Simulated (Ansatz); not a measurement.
Relaxation of CH3BFN (7 atoms, charge 0, multiplicity 1), to a largest force component of 0.02 eV/Å in at most 50 steps.

The calculation used UKS CAM-B3LYP/cc-pVDZ in Ansatz 0.2.0.

```xyz
7
Properties=species:S:1:pos:R:3
F -1.087 -1.991 0.712
B -0.432 -0.828 0.127
C 0.320 0.507 0.338
N -0.341 0.422 -0.847
H -0.644 1.368 -1.156
H -0.101 1.217 1.086
H 0.248 0.156 -1.628
```

Task: Where does it end, and by what steps?

Result: It converged. After 10 steps the energy has fallen by 2.844 eV; H6 moved furthest, 0.62 Å.

```json
{"step": "0", "energy less start (eV)": "0.0000", "largest force component (eV/Å)": "5.900", "accepted": "yes"}
{"step": "1", "energy less start (eV)": "-1.5715", "largest force component (eV/Å)": "3.390", "accepted": "yes"}
{"step": "2", "energy less start (eV)": "-2.3614", "largest force component (eV/Å)": "1.933", "accepted": "yes"}
{"step": "3", "energy less start (eV)": "-2.6157", "largest force component (eV/Å)": "0.882", "accepted": "yes"}
{"step": "4", "energy less start (eV)": "-2.7978", "largest force component (eV/Å)": "0.666", "accepted": "yes"}
{"step": "5", "energy less start (eV)": "-2.8366", "largest force component (eV/Å)": "0.454", "accepted": "yes"}
{"step": "6", "energy less start (eV)": "-2.8401", "largest force component (eV/Å)": "0.304", "accepted": "yes"}
{"step": "7", "energy less start (eV)": "-2.8350", "largest force component (eV/Å)": "0.519", "accepted": "no"}
{"step": "8", "energy less start (eV)": "-2.8442", "largest force component (eV/Å)": "0.049", "accepted": "yes"}
{"step": "9", "energy less start (eV)": "-2.8443", "largest force component (eV/Å)": "0.042", "accepted": "yes"}
{"step": "10", "energy less start (eV)": "-2.8443", "largest force component (eV/Å)": "0.004", "accepted": "yes"}
```

```xyz
7
Properties=species:S:1:pos:R:3
F -1.082 -1.908 0.294
B -0.551 -0.690 0.290
C 0.037 0.504 0.626
N -0.315 0.365 -0.862
H -1.074 0.935 -1.242
H 0.503 1.374 1.066
H 0.446 0.272 -1.539
```

The run took 15 s on 2 threads of Intel(R) Xeon(R) 6975P-C (Granite Rapids), with other jobs on the host, peak memory 0.2 GiB.
